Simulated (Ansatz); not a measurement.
## Molecular dynamics of CH6BrClSi

Input file:

```yaml
crystal:
  periodic: [false, false, false]
  atoms:
    - { symbol: Si, position_ang: [-0.772265, 0.180675, -0.144074] }
    - { symbol: Br, position_ang: [0.490912, -1.661975, -1.685752] }
    - { symbol: H, position_ang: [-1.947766, -0.690706, -0.387035] }
    - { symbol: H, position_ang: [-1.351532, 1.54741, -0.011023] }
    - { symbol: C, position_ang: [0.328247, -0.174931, 1.322051] }
    - { symbol: H, position_ang: [0.927675, 0.038147, -2.111811] }
    - { symbol: Cl, position_ang: [0.667278, 1.453487, -1.84034] }
    - { symbol: H, position_ang: [-0.133307, 0.258445, 2.225627] }
    - { symbol: H, position_ang: [1.308553, 0.30339, 1.176449] }
    - { symbol: H, position_ang: [0.482304, -1.253841, 1.455911] }
basis:
  gaussian: { orbitals: def2-SVP }
hamiltonian:
  xc: b3lyp
  dispersion: d4
md:
  timestep: 0.5
  n_steps: 200
  ensemble: nve
  temperature: 300.0
  initial_velocities: maxwell_boltzmann
  seed: 3235
```

Launched with:

```bash
$ ansatz run input.yaml --threads 2 --pin off --max-ram 3072MiB --backend cpu --events-out ev --progress --plain --runs-dir out
```

It starts at the highest image of a converged band. Of that band: The profile has 2 maxima (images 3, 6) with wells between them (image 5): this band takes more than one step, which may be the mechanism or a detour left from its start path. Neighbouring images differ by up to 1.2 eV, so the band resolves the path poorly. A vibrational analysis at the climbing image gives one clearly imaginary mode, 440i cm⁻¹: a first-order saddle point.

Output, in part (step lines, the closing report, with atoms numbered from 0):

```
md step     0: t =     0.00 fs  T =   300.0 K  F+E_penalty+E_count = -91568.07689564 eV  E_kin = 0.310224 eV  conserved = -91567.76667164 eV  (26 SCF iters)
[... lines left out ...]
Total energy: -91569.18009163 eV, -3365.1053005480 hartree
Atom 0 at    -0.779213    -0.632182    -0.058820 Å, force    -1.136402     1.529539     1.691218 eV/Å
Atom 1 at     0.351367    -1.618459    -1.545530 Å, force     1.684710    -1.581703    -1.874401 eV/Å
Atom 2 at    -1.911041    -1.512480     0.320391 Å, force     0.007267    -0.145562     0.204161 eV/Å
Atom 3 at    -1.350866     0.490267    -0.827903 Å, force    -0.138303     0.368072     0.249303 eV/Å
Atom 4 at     0.270502    -0.159023     1.456441 Å, force    -2.438647     0.503489     0.042593 eV/Å
Atom 5 at     1.356210     0.772434    -2.518870 Å, force    -0.237718     0.548689     0.162824 eV/Å
Atom 6 at     1.003224     2.012940    -2.267894 Å, force     0.231157    -0.519599    -0.112709 eV/Å
Atom 7 at    -0.446555     0.315134     2.209661 Å, force     0.856508    -0.593505    -0.600312 eV/Å
Atom 8 at     1.063949     0.525648     1.265318 Å, force     0.818034     0.911470    -0.467300 eV/Å
Atom 9 at     0.702805    -1.054494     1.843986 Å, force     0.353395    -1.020890     0.704623 eV/Å
Dipole moment:     0.039085    -0.126734     0.265128 e Å
```

The steps, from the saved trajectory:

```
time (fs)  T (K)  potential energy less start (eV)  conserved less start (meV/atom)
        0    300                             0.000                             0.00
        3    157                             0.151                             0.27
        6    245                             0.057                             0.03
        9    137                             0.171                             0.25
       12    172                             0.134                             0.16
       15    151                             0.155                             0.17
       18    148                             0.158                             0.15
       21    201                             0.102                             0.03
       24    100                             0.209                             0.25
       27    168                             0.137                             0.09
       30     80                             0.231                             0.28
       33    166                             0.139                             0.09
       36    131                             0.177                             0.18
       39    182                             0.123                             0.10
       42    182                             0.123                             0.14
       45    185                             0.121                             0.22
       48    239                             0.065                             0.14
       51    243                             0.061                             0.21
       54    360                            -0.062                             0.06
       57    384                            -0.085                             0.17
       60    483                            -0.187                             0.14
       63    561                            -0.269                             0.18
       66    661                            -0.371                             0.21
       69    820                            -0.537                             0.13
       72    936                            -0.656                             0.18
       75   1130                            -0.857                             0.06
       78   1216                            -0.946                             0.17
       81   1339                            -1.073                             0.15
       84   1400                            -1.136                             0.17
       87   1427                            -1.164                             0.17
       90   1473                            -1.213                             0.08
       93   1402                            -1.137                             0.20
       96   1450                            -1.189                             0.05
       99   1328                            -1.061                             0.28
```

The run went to its last step. The conserved energy stayed within 0.32 meV per atom of its start (net change 0.15 meV per atom), so the integration is sound. The kinetic energy rose, since the run started high on the potential surface and went downhill. It ends in pieces (CH5BrSi + ClH), so much of that is their flight and rotation, not heat. A run of 0.1 ps of so small a system gives no equilibrium averages. The orbitals stay closed-shell, which can raise the energy where a bond breaks towards radicals; this wasn't checked here.

Between its relaxed ends the band would form Si1–Cl7, Br2–H6 and break Si1–Br2, H6–Cl7. These pairs go: Si1–Cl7 2.56 → 3.88 Å, Br2–H6 1.81 → 2.77 Å, Si1–Br2 2.71 → 2.11 Å, H6–Cl7 1.46 → 1.31 Å. In the last frame they stand as before the step (other bonds may differ from the relaxed reactants and products). It ends as CH5BrSi + ClH. Pairs count as bonded within 1.25 times the sum of covalent radii (0.12 Å more for H–H).

Last frame:

```xyz
10
Properties=species:S:1:pos:R:3
Si -0.779 -0.632 -0.059
Br 0.351 -1.619 -1.546
H -1.911 -1.512 0.320
H -1.351 0.490 -0.828
C 0.271 -0.159 1.456
H 1.356 0.772 -2.519
Cl 1.003 2.013 -2.268
H -0.447 0.315 2.210
H 1.064 0.526 1.265
H 0.703 -1.054 1.844
```

Time of the run: 7.4 min on 2 threads of Intel(R) Xeon(R) Platinum 8488C (Sapphire Rapids), on a shared host, peak memory 0.3 GiB.
